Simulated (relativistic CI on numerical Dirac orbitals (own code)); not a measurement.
V+ (3d4) in a crystal field

Calculated by Dirac-Coulomb-Breit CI, KLI orbitals optimised for each configuration, model QED (radiative potential, 1s self-energy scaled to tabulated hydrogen-like ionisation energies), valence Slater integrals scaled by 0.9, one configuration in a parametric crystal field (own radial code). With so little scaling, terms lie 10 to 35 % too far apart, which can change the order of excited levels.

Field parameters in Wybourne normalisation: Oh B⁴₀ = 21Dq, B⁴₄ = √(5/14) B⁴₀. The field is a parameter set, without covalency.

S and J are read from ⟨S²⟩ = S(S + 1) and ⟨J²⟩ = J(J + 1) of each level; they are not fictitious spins.

Oh, 10Dq = 2400 cm⁻¹, the lowest 16 levels:

| E (cm⁻¹) | Degeneracy | Irrep | S | J |
| --- | --- | --- | --- | --- |
| 0.0 | 1 | A1 | 2.00 | 2.82 |
| 3.5 | 3 | T1 | 2.00 | 2.87 |
| 7.1 | 2 | E | 2.00 | 2.92 |
| 10.2 | 3 | T2 | 2.00 | 2.96 |
| 13.3 | 1 | A2 | 2.00 | 3.00 |
| 2353 | 3 | T2 | 2.00 | 2.39 |
| 2355 | 3 | T1 | 2.00 | 2.48 |
| 2358 | 1 | A1 | 2.00 | 2.58 |
| 2444 | 3 | T1 | 2.00 | 3.32 |
| 2446 | 2 | E | 2.00 | 3.35 |
| 2503 | 3 | T2 | 2.00 | 3.79 |
| 12650 | 1 | A1 | 1.00 | 5.25 |
| 12663 | 3 | T1 | 1.00 | 4.98 |
| 12669 | 3 | T2 | 1.00 | 4.30 |
| 12672 | 2 | E | 1.00 | 4.30 |
| 13955 | 3 | T2 | 1.00 | 5.15 |

Oh, 10Dq = 4300 cm⁻¹, the lowest 10 levels:

| E (cm⁻¹) | Degeneracy | Irrep | S | J |
| --- | --- | --- | --- | --- |
| 0.0 | 1 | A1 | 2.00 | 2.90 |
| 2.5 | 3 | T1 | 2.00 | 2.93 |
| 4.9 | 2 | E | 2.00 | 2.95 |
| 7.1 | 3 | T2 | 2.00 | 2.98 |
| 9.4 | 1 | A2 | 2.00 | 3.00 |
| 4248 | 3 | T2 | 2.00 | 2.38 |
| 4249 | 3 | T1 | 2.00 | 2.43 |
| 4250 | 1 | A1 | 2.00 | 2.49 |
| 4339 | 3 | T1 | 2.00 | 3.30 |
| 4339 | 2 | E | 2.00 | 3.32 |

Oh, 10Dq = 6200 cm⁻¹, the lowest 10 levels:

```csv
E (cm⁻¹),Degeneracy,Irrep,S,J
0.0,1,A1,2.00,2.93
2.1,3,T1,2.00,2.95
4.3,2,E,2.00,2.97
6.2,3,T2,2.00,2.98
8.2,1,A2,2.00,3.00
6147,1,A1,2.00,2.45
6147,3,T1,2.00,2.41
6147,3,T2,2.00,2.38
6237,3,T1,2.00,3.29
6237,2,E,2.00,3.31
```

Oh, 10Dq = 8100 cm⁻¹, the lowest 16 levels:

| E (cm⁻¹) | Degeneracy | Irrep | S | J |
| --- | --- | --- | --- | --- |
| 0.0 | 1 | A1 | 2.00 | 2.95 |
| 2.1 | 3 | T1 | 2.00 | 2.96 |
| 4.1 | 2 | E | 2.00 | 2.97 |
| 6.0 | 3 | T2 | 2.00 | 2.99 |
| 7.9 | 1 | A2 | 2.00 | 3.00 |
| 7848 | 1 | A1 | 1.00 | 4.67 |
| 7899 | 3 | T1 | 1.00 | 4.46 |
| 7984 | 3 | T2 | 1.00 | 3.97 |
| 7986 | 2 | E | 1.00 | 3.95 |
| 8045 | 1 | A1 | 2.00 | 2.44 |
| 8046 | 3 | T1 | 2.00 | 2.41 |
| 8046 | 3 | T2 | 2.00 | 2.38 |
| 8136 | 2 | E | 2.00 | 3.30 |
| 8136 | 3 | T1 | 2.00 | 3.29 |
| 8195 | 3 | T2 | 2.00 | 3.78 |
| 14229 | 3 | T2 | 0.99 | 5.06 |

Oh, 10Dq = 10000 cm⁻¹, the lowest 16 levels:

```tsv
E (cm⁻¹)	Degeneracy	Irrep	S	J
0.0	1	A1	2.00	2.96
2.2	3	T1	2.00	2.97
4.4	2	E	2.00	2.98
6.4	3	T2	2.00	2.99
8.4	1	A2	2.00	3.00
6112	1	A1	1.00	4.62
6166	3	T1	1.00	4.41
6258	3	T2	1.00	3.94
6260	2	E	1.00	3.92
9944	1	A1	2.00	2.42
9945	3	T1	2.00	2.40
9946	3	T2	2.00	2.38
10035	2	E	2.00	3.29
10035	3	T1	2.00	3.28
10094	3	T2	2.00	3.78
13580	3	T2	0.05	4.77
```

The free-ion ground term has S = 2. Every field shown keeps that spin.

Levels of this model without a field, named by their leading LS term: 5D_0 0, 5D_1 32, 5D_2 95, 5D_3 186, 5D_4 305, 3H_4 13727, 3H_5 13786, 3H_6 13853 cm⁻¹.
